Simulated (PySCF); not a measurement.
CH4OZn, SMILES [OH][Zn][CH3] (connectivity only; charge and spin as stated), charge -1, multiplicity 2. Atoms are numbered in the order given.

```xyz
7

Zn     0.0863     0.0929     0.3289
C     -0.2446     1.4476    -1.1567
H     -1.0681     2.1385    -0.9049
H     -0.5101     0.9393    -2.1024
H      0.6475     2.0690    -1.3494
O     -0.0430    -1.7972     0.0667
H      0.1529    -2.2414     0.8956
```
Charge -1, spin multiplicity 2.

Geometry: PBE0-D3(BJ)/def2-SVPD. The spin state was assumed, not searched. The isomer is the one that the SMILES or the coordinates give; other isomers of the formula were not compared. One conformer was computed; it need not be the lowest.

Level of theory: M06-2X/def2-TZVPD (PySCF).

Mulliken values depend strongly on the basis, most of all with diffuse functions as here. ESP charges are fitted to the potential on shells at 1.4 to 2.0 van der Waals radii. Atomic charges (e):

```tsv
atom	meta-Löwdin	Mulliken	ESP fit	Mulliken spin
Zn1	0.63	-0.24	-0.35	0.96
C2	-0.95	-1.00	0.79	0.46
H3	0.07	0.17	-0.38	-0.04
H4	0.07	0.21	-0.19	-0.09
H5	0.07	0.17	-0.37	-0.04
O6	-1.17	-0.55	-0.58	-0.32
H7	0.27	0.24	0.07	0.07
```
